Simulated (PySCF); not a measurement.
C2H6Te, SMILES C[Te]C.

Geometry optimised at B3LYP-D3(BJ)/def2-SVP. The def2 effective core potentials stand for the cores of Te; spin–orbit coupling is left out.

Two levels are set side by side: TDA-PBE/def2-SVPD (PySCF) and TDA-CAM-B3LYP/def2-SVPD (PySCF). Vertical, same geometry. The lowest singlet is HOMO→LUMO 100 % with PBE and HOMO→LUMO 90 % with the other functional; states are paired by order. Differences are taken from unrounded values.

```tsv
quantity	TDA-PBE
lowest singlet excitation (eV)	3.44
lowest triplet excitation (TDA) (eV)	2.97
first bright state (f over 0.05) (eV)	4.61
its oscillator strength	0.06
```

These are the TDA-PBE values. What does TDA-CAM-B3LYP give? (The exact figures need the calculation; the answer reports its results.)


```csv
quantity,TDA-CAM-B3LYP,TDA-PBE minus TDA-CAM-B3LYP
lowest singlet excitation (eV),3.63,-0.19
lowest triplet excitation (TDA) (eV),3.13,-0.16
first bright state (f over 0.05) (eV),5.29,-0.68
its oscillator strength,0.09,-0.03
```

Functionals without exact exchange tend to place singlet excitations lower, as here. Differences between two approximate levels are no errors against the true value.

Rough cost on one machine, each run with all the roots and properties that it gave: TDA-CAM-B3LYP against TDA-PBE about 3 times.
